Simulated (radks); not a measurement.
Q: Valence configurations of neutral scandium (all share [Ar]). Method: scalar-relativistic Kohn-Sham, PBE, spin-polarised, spherical densities, finite nucleus; open shells are filled with parallel spins first; Fermi nuclear charge, rms radius 3.5459 fm; computed with a radial shooting solver on a logarithmic mesh with Libxc functionals. Order these by energy: 4s2 4p1; 4s1 4p2; 3d1 4s2; 3d2.5 4s0.5; 3d1.5 4s1.5; 3d1 4s1 4p1; 3d2 4s1.

A: From the lowest, in eV above it: 3d1 4s2 0.000; 3d1.5 4s1.5 0.351; 3d2 4s1 0.766; 3d2.5 4s0.5 1.946; 3d1 4s1 4p1 1.966; 4s2 4p1 3.479; 4s1 4p2 5.735. NIST lists [Ar] 3d1 4s2 as the ground configuration; this level of theory agrees among the configurations tried. The energies are those of spherical high-spin densities, not of single terms.
